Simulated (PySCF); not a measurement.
## Shifts of the heteroatoms

Numbering as in the mapped SMILES `[CH2:1]=[CH:2][c:3]1[cH:4][pH:5][cH:6][c:7]1[C:8]([F:9])([F:10])[F:11]`; H(Xn) means a hydrogen on atom n. Ha(C1) is cis to C3; Hb(C1) is trans to C3.

- NMR shieldings at PBE0/pcSseg-1/GIAO
- geometry from GFN2-xTB
- run in PySCF 2.14
- one averaged value for each set of equivalent atoms, a single conformation, non-relativistic Hamiltonian, no solvent

**Question.** Where does ¹⁹F resonate?

**Answer.** 
```tsv
atoms	environment	σ (ppm)	δ (ppm)
F9/F10/F11	fluorine of a CF3 group	247.9	-63.0
```

Shieldings were converted by a linear fit to measured shifts: ¹⁹F (scatter 6.0 ppm rms, 7.0 ppm with the 5 outliers that the fit left out vs CFCl3, solution or neat liquid, with a term for F on sp3 carbon). Occasional misses reach two or three times the rms, and more in compound classes unlike the fitted ones.

On a 300 MHz spectrometer ¹⁹F resonates near 282.3 MHz, so 1 ppm is 282.3 Hz.

**Question.** What are the ³¹P shifts?

**Answer.** 
```csv
atoms,environment,σ (ppm),δ (ppm)
P5,ring phosphorus,388.5,-51.7
```

Shieldings were converted by a linear fit to measured shifts: ³¹P: δ = 270.09 − 0.828σ (rms 18.1 ppm, 64 shifts vs H3PO4, solution or neat liquid). A few per cent of atoms miss by over 2 rms, more outside the fitted compound classes.

On a 600 MHz spectrometer ³¹P resonates near 242.9 MHz, so 1 ppm is 242.9 Hz.
